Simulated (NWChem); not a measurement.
The numbers come from NWChem runs, not from measurements. System: H3AlO3, charge 0, spin multiplicity 1, at a geometry optimised with B3LYP/def2-SVP. The structure started from a generated list of species. Level: MP2/def2-TZVP, 8 core orbitals frozen.

Input file:

```
start mol
memory heap 200 mb stack 900 mb global 1100 mb
geometry units angstroms nocenter noautoz
  Al     0.000040    -0.000019     0.000000
  O      1.468403     0.853971     0.000000
  H      1.529509     1.813168     0.000000
  O     -1.473673     0.844704     0.000000
  H     -2.335005     0.418214     0.000000
  O      0.005246    -1.698633     0.000000
  H      0.805163    -2.231466     0.000000
  symmetry group Cs
end
basis spherical
  * library def2-tzvp
end
scf
  rhf
  nopen 0
  maxiter 100
  thresh 1e-7
  semidirect memsize 60000000 filesize 0
end
mp2
  freeze core 8
end
task mp2 energy
```

NWChem printed:

```
             Northwest Computational Chemistry Package (NWChem) 7.3.0
             --------------------------------------------------------

                                NWChem Input Module
                                -------------------

 Scaling coordinates for geometry "geometry" by  1.889725989
 (inverse scale =  0.529177249)

 Turning off AUTOSYM since
 SYMMETRY directive was detected!

                             Geometry "geometry" -> ""
                             -------------------------

 Output coordinates in angstroms (scale by  1.889725989 to convert to a.u.)

  No.       Tag          Charge          X              Y              Z
 ---- ---------------- ---------- -------------- -------------- --------------
    1 Al                  13.0000     0.00004000    -0.00001900     0.00000000
    2 O                    8.0000     1.46840300     0.85397100     0.00000000
    3 H                    1.0000     1.52950900     1.81316800     0.00000000
    4 O                    8.0000    -1.47367300     0.84470400     0.00000000
    5 H                    1.0000    -2.33500500     0.41821400     0.00000000
    6 O                    8.0000     0.00524600    -1.69863300     0.00000000
    7 H                    1.0000     0.80516300    -2.23146600     0.00000000

 Effective nuclear repulsion energy (a.u.)     161.3732837067

            Nuclear Dipole moment (a.u.)
            ----------------------------
        X                 Y               Z
 ---------------- ---------------- ----------------
    -0.0000094486     0.0000094486     0.0000000000

      Symmetry information
      --------------------

 Group name             Cs
 Group number              2
 Group order               2
 No. of unique centers     7

      Symmetry unique atoms

     1    2    3    4    5    6    7


 Summary of "ao basis" -> "" (spherical)
 ------------------------------------------------------------------------------
       Tag                 Description            Shells   Functions and Types
 ---------------- ------------------------------  ------  ---------------------
 *                         def2-tzvp                  on all atoms

 Summary of "ao basis" -> "ao basis" (spherical)
 ------------------------------------------------------------------------------
       Tag                 Description            Shells   Functions and Types
 ---------------- ------------------------------  ------  ---------------------
 Al                        def2-tzvp                13       37   5s5p2d1f
 O                         def2-tzvp                11       31   5s3p2d1f
 H                         def2-tzvp                 4        6   3s1p

                                 NWChem SCF Module
                                 -----------------

  ao basis        = "ao basis"
  functions       =   148
  atoms           =     7
  closed shells   =    20
  open shells     =     0
  charge          =   0.00
  wavefunction    = RHF
  use symmetry    = T
  symmetry adapt  = T

 Summary of "ao basis" -> "ao basis" (spherical)
 ------------------------------------------------------------------------------
       Tag                 Description            Shells   Functions and Types
 ---------------- ------------------------------  ------  ---------------------
 Al                        def2-tzvp                13       37   5s5p2d1f
 O                         def2-tzvp                11       31   5s3p2d1f
 H                         def2-tzvp                 4        6   3s1p

      Symmetry analysis of basis
      --------------------------

        a'        103
        a"         45

 Forming initial guess at       0.1s

      Superposition of Atomic Density Guess
      -------------------------------------

 Sum of atomic energies:        -467.72717322

      Non-variational initial energy
      ------------------------------

 Total energy =    -468.506079
 1-e energy   =    -967.596039
 2-e energy   =     337.716676
 HOMO         =      -0.508727
 LUMO         =      -0.069378

      Symmetry analysis of molecular orbitals - initial
      -------------------------------------------------

  Numbering of irreducible representations:

     1 a'          2 a"

  Orbital symmetries:

     1 a'          2 a'          3 a'          4 a'          5 a'
     6 a'          7 a'          8 a"          9 a'         10 a'
    11 a'         12 a'         13 a'         14 a'         15 a'
    16 a"         17 a'         18 a'         19 a"         20 a"
    21 a'         22 a"         23 a'         24 a'         25 a'
    26 a'         27 a'         28 a'         29 a"         30 a'

 Starting SCF solution at       5.4s

 ----------------------------------------------
         Quadratically convergent ROHF

 Convergence threshold     :          1.000E-07
 Maximum no. of iterations :          100
 Final Fock-matrix accuracy:          1.000E-09
 ----------------------------------------------

              iter       energy          gnorm     gmax       time
             ----- ------------------- --------- --------- --------
                 1     -468.4190704188  1.63D+00  2.57D-01      5.7
                 2     -468.5396078893  3.33D-01  1.03D-01      6.4
                 3     -468.5484339856  6.89D-02  1.72D-02      6.7
                 4     -468.5489993513  2.35D-03  4.89D-04      8.0
                 5     -468.5490000240  2.79D-06  5.64D-07     11.1
                 6     -468.5490000240  5.68D-09  1.19D-09     14.1

       Final RHF  results
       ------------------

         Total SCF energy =   -468.549000023959
      One-electron energy =   -972.687152871756
      Two-electron energy =    342.764869141093
 Nuclear repulsion energy =    161.373283706705

        Time for solution =      8.7s

       Symmetry analysis of molecular orbitals - final
       -----------------------------------------------

  Numbering of irreducible representations:

     1 a'          2 a"

  Orbital symmetries:

     1 a'          2 a'          3 a'          4 a'          5 a'
     6 a"          7 a'          8 a'          9 a'         10 a'
    11 a'         12 a'         13 a'         14 a'         15 a'
    16 a'         17 a'         18 a"         19 a"         20 a"
    21 a'         22 a"         23 a'         24 a'         25 a'
    26 a'         27 a'         28 a'         29 a"         30 a"

             Final eigenvalues
             -----------------

              1
    1  -58.4688
    2  -20.5379
    3  -20.5378
    4  -20.5378
    5   -4.8832
    6   -3.2012
    7   -3.1988
    8   -3.1988
    9   -1.3119
   10   -1.2973
   11   -1.2973
   12   -0.7009
   13   -0.6692
   14   -0.6691
   15   -0.5235
   16   -0.5214
   17   -0.5214
   18   -0.5185
   19   -0.4919
   20   -0.4919
   21    0.0860
   22    0.1257
   23    0.1507
   24    0.1507
   25    0.1983
   26    0.2284
   27    0.2284
   28    0.3173
   29    0.3549
   30    0.3628

                       ROHF Final Molecular Orbital Analysis
                       -------------------------------------

 Vector   18  Occ=2.000000D+00  E=-5.184961D-01  Symmetry=a"
              MO Center=  8.4D-05, -3.2D-04,  1.6D-14, r^2= 3.4D+00
   Bfn.  Coefficient  Atom+Function         Bfn.  Coefficient  Atom+Function
  ----- ------------  ---------------      ----- ------------  ---------------
    45      0.243028  2 O  pz                82      0.243004  4 O  pz
   119      0.243096  6 O  pz                48      0.225217  2 O  pz
    85      0.225194  4 O  pz               122      0.225278  6 O  pz
    51      0.154781  2 O  pz                88      0.154769  4 O  pz
   125      0.154829  6 O  pz

 Vector   19  Occ=2.000000D+00  E=-4.919345D-01  Symmetry=a"
              MO Center=  4.6D-01, -6.8D-01,  2.1D-14, r^2= 2.8D+00
   Bfn.  Coefficient  Atom+Function         Bfn.  Coefficient  Atom+Function
  ----- ------------  ---------------      ----- ------------  ---------------
   119      0.347705  6 O  pz               122      0.319229  6 O  pz
    45     -0.263459  2 O  pz                48     -0.240546  2 O  pz
   125      0.229218  6 O  pz                51     -0.178573  2 O  pz

 Vector   20  Occ=2.000000D+00  E=-4.919258D-01  Symmetry=a"
              MO Center= -4.6D-01,  6.8D-01,  4.4D-14, r^2= 2.8D+00
   Bfn.  Coefficient  Atom+Function         Bfn.  Coefficient  Atom+Function
  ----- ------------  ---------------      ----- ------------  ---------------
    82      0.352875  4 O  pz                85      0.323204  4 O  pz
    45     -0.249423  2 O  pz                88      0.235454  4 O  pz
    48     -0.229767  2 O  pz                51     -0.161599  2 O  pz

 Vector   21  Occ=0.000000D+00  E= 8.596845D-02  Symmetry=a'
              MO Center=  1.4D-04, -1.2D-04, -9.5D-15, r^2= 6.2D+00
   Bfn.  Coefficient  Atom+Function         Bfn.  Coefficient  Atom+Function
  ----- ------------  ---------------      ----- ------------  ---------------
     5      1.446159  1 Al s                 42     -0.637885  2 O  s
    79     -0.637782  4 O  s                116     -0.637903  6 O  s
    71      0.284795  3 H  s                108      0.284822  5 H  s
   145      0.284887  7 H  s

 Vector   22  Occ=0.000000D+00  E= 1.257072D-01  Symmetry=a"
              MO Center=  6.8D-05, -3.2D-05, -4.1D-16, r^2= 6.3D+00
   Bfn.  Coefficient  Atom+Function         Bfn.  Coefficient  Atom+Function
  ----- ------------  ---------------      ----- ------------  ---------------
    20      1.181408  1 Al pz                51     -0.251944  2 O  pz
    88     -0.251935  4 O  pz               125     -0.251947  6 O  pz

 Vector   23  Occ=0.000000D+00  E= 1.507261D-01  Symmetry=a'
              MO Center=  3.4D-01, -6.1D-01, -2.0D-14, r^2= 9.2D+00
   Bfn.  Coefficient  Atom+Function         Bfn.  Coefficient  Atom+Function
  ----- ------------  ---------------      ----- ------------  ---------------
   116     -1.173836  6 O  s                 79      1.147504  4 O  s
    19     -0.852309  1 Al py                18      0.786804  1 Al px
   145      0.762878  7 H  s                 71     -0.490828  3 H  s
   108     -0.271941  5 H  s                 26      0.243897  1 Al d -2
    50      0.244486  2 O  py               123     -0.229711  6 O  px

 center of mass
 --------------
 x =   0.00000872 y =   0.00000180 z =   0.00000000

 moments of inertia (a.u.)
 ------------------
         277.601239551045          -0.014110198910           0.000000000000
          -0.014110198910         277.582753168181           0.000000000000
           0.000000000000           0.000000000000         555.183992719226

  Mulliken analysis of the total density
  --------------------------------------

    Atom       Charge   Shell Charges
 -----------   ------   -------------------------------------------------------
    1 Al  13    11.96   2.00  0.65  1.34  0.45  0.05  2.93  2.28  0.83  0.67  0.12  0.31  0.19  0.15
    2 O    8     8.69   0.79  1.18  0.55  0.95  0.28  1.86  2.09  0.98  0.00  0.01  0.00
    3 H    1     0.65   0.24  0.33  0.03  0.05
    4 O    8     8.69   0.79  1.18  0.55  0.95  0.28  1.86  2.09  0.98  0.00  0.01  0.00
    5 H    1     0.65   0.24  0.33  0.03  0.05
    6 O    8     8.69   0.79  1.18  0.55  0.95  0.28  1.86  2.09  0.98  0.00  0.01  0.00
    7 H    1     0.65   0.24  0.33  0.03  0.05

       Multipole analysis of the density wrt the origin
       ------------------------------------------------

     L   x y z        total         open         nuclear
     -   - - -        -----         ----         -------
     0   0 0 0     -0.000000      0.000000     40.000000

     1   1 0 0     -0.000044      0.000000     -0.000009
     1   0 1 0     -0.000235      0.000000      0.000009
     1   0 0 1     -0.000000      0.000000      0.000000

     2   2 0 0    -20.646162      0.000000    153.782562
     2   1 1 0     -0.000822      0.000000      0.007112
     2   1 0 1      0.000000      0.000000      0.000000
     2   0 2 0    -20.643681      0.000000    153.795329
     2   0 1 1      0.000000      0.000000      0.000000
     2   0 0 2    -19.833667      0.000000      0.000000

                   NWChem MP2 Semi-direct Energy/Gradient Module
                   ---------------------------------------------

  Basis functions       =    148
  Molecular orbitals    =    148
  Frozen core           =      8
  Frozen virtuals       =      0
  Active alpha occupied =     12
  Active beta occupied  =     12
  Active alpha virtual  =    128
  Active beta virtual   =    128
  Use MO symmetry       = T
  Use skeleton AO sym   = T

  AO/Fock/Back tols     =   1.0D-09  1.0D-09  1.0D-09

 GA uses MA = F    GA memory limited = T

 Available:
  local mem=  1.26D+08
 global mem=  1.44D+08
 local disk=  0.00D+00
  mp2_memr nvloc                   128
  nvloc new                   128
   1 passes of  12:        5242880                     121453                  54360900.
   1 passes of  12: M    126148585           G      144135392           F     120905705.

 Semi-direct pass number   1 of   1  for RHF alpha+beta  at       14.4s
  vrange nnbf                 10402
  mp2_eaftype                   207  avail_ma_in_mb                  1099
 EAF : mp2_eaftype filesize         207   27180450.
  mp2_eaf for mointskh                    207
Node 0 wrote    127.8 Mb in      0.4 s     Agg I/O rate:   335.0 Mb/s
 Done moints_semi at       32.2s
  mp2_eaftype                   207  avail_ma_in_mb                   892
 EAF : mp2_eaftype filesize         207   27180450.
  mp2_eaf for kh                   207
 Done maket at       33.3s
 Done multipass loop at       33.3s

          -------------------------------------------
          SCF energy                -468.549000023959
          Correlation energy          -0.792787996250
          Singlet pairs               -0.488272103635
          Triplet pairs               -0.304515892615
          Total MP2 energy          -469.341788020209
          -------------------------------------------

          ---------------------------------------------------
                    Spin Component Scaled (SCS) MP2
          Same spin pairs                     -0.203010595077
          Same spin scaling factor             0.333333333333
          Opposite spin pairs                 -0.589777401173
          Opposite spin scaling fact.          1.200000000000
          SCS-MP2 correlation energy          -0.775403079767
          Total SCS-MP2 energy              -469.324403103726
          ---------------------------------------------------

 -----------------------
 Performance information
 -----------------------

 Timer overhead =  1.83D-07 seconds/call

               Nr. of calls         CPU time (s)                 Wall time (s)                GFlops
             ---------------    -------------------     ------------------------------   -------------------
Name         Min   Avg   Max    Min     Avg     Max     Min     Avg     Max   Mx/calls   Min     Max     Sum
mp2: moin     1     1     1    18.     18.     18.      18.     18.     18.     18.      0.0     0.0     0.0
mp2: make     1     1     1    1.1     1.1     1.1      1.1     1.1     1.1     1.1      0.0     0.0     0.0
mp2: tota     1     1     1    19.     19.     19.      19.     19.     19.     19.      0.0     0.0     0.0

 The average no. of pstat calls per process was 3.00D+00
 with a timing overhead of 5.50D-07s

 Task  times  cpu:       33.3s     wall:       33.3s

 Total times  cpu:       33.3s     wall:       33.3s
```
